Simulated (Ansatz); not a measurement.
Consider the ligand exchange at the Si–C bond: `CC[SiH2]O` + `N=C(N)S` → `N=C(S)N[SiH2]O` + `CC`.

Calculated with Ansatz (gas phase, PBE0-D4/def2-TZVP geometries, no zero-point term in ΔE). CBS: MP2 limit from def2 TZ/QZ plus the TZ coupled-cluster correction, frozen cores. This one scheme is used for every species. Functionals use def2-TZVPP. Each species was taken in one conformer, which may not be the lowest.

`CC[SiH2]O`:

Z-matrix (Å, degrees):
```
C
C 1 1.526
H 1 1.094 2 111.5
H 1 1.093 2 111.3 3 -120.0
H 1 1.093 2 111.8 3 120.2
Si 2 1.868 1 113.6 3 58.5
H 2 1.096 1 110.5 3 -179.4
H 2 1.097 1 110.5 3 -62.4
O 6 1.653 2 112.4 1 59.9
H 6 1.494 2 108.7 1 -61.8
H 6 1.484 2 110.7 1 177.7
H 9 0.957 6 117.6 2 -78.7
```

`N=C(N)S`:

Z-matrix (Å, degrees):
```
C
N 1 1.371
S 1 1.786 2 114.7
N 1 1.265 2 121.8 3 179.8
H 2 1.006 1 116.8 3 35.4
H 2 1.009 1 112.9 3 171.8
H 3 1.343 1 96.8 2 28.6
H 4 1.014 1 112.3 2 -172.1
```

`N=C(S)N[SiH2]O`:

```xyz
12

N     1.375    1.183    0.017
C     0.767    0.432    0.838
S     1.516    0.046    2.398
N    -0.462   -0.177    0.684
Si   -1.310   -0.352   -0.823
O    -0.680   -1.487   -1.820
H     0.818    1.373   -0.814
H     2.557    0.869    2.203
H    -0.788   -0.701    1.483
H    -2.660   -0.824   -0.461
H    -1.315    0.973   -1.491
H     0.181   -1.334   -2.214
```

`CC`:

Z-matrix (Å, degrees):
```
C
C 1 1.519
H 1 1.093 2 111.4
H 1 1.093 2 111.4 3 120.0
H 1 1.093 2 111.4 3 -120.0
H 2 1.093 1 111.4 3 180.0
H 2 1.093 1 111.4 3 -60.0
H 2 1.093 1 111.4 3 60.0
```

```
             level  ΔE (kJ/mol)
           PBE0-D4        -60.9
SCS-MP2/def2-QZVPP        -69.0
```

**Question.** What does CCSD(T)/CBS give? (Best estimate.)

**Answer.** Ansatz gave: -65.9 kJ/mol. The listed levels differ from it by 5.0, -3.1 kJ/mol.

Largest T1 diagnostic among the species: 0.014.

The D4 term adds −3.3 kJ/mol with B3LYP and −2.0 kJ/mol with PBE0; it sums over pairs of atoms, weighted by their polarisabilities, and B3LYP, whose exchange is more repulsive, gets the larger term. From PBE to PBE0 (25 % exact exchange), in def2-TZVPP and without D4, ΔE moves by −3.3 kJ/mol.

B3LYP here is the variant with VWN-RPA as its local correlation; programs differ in this.
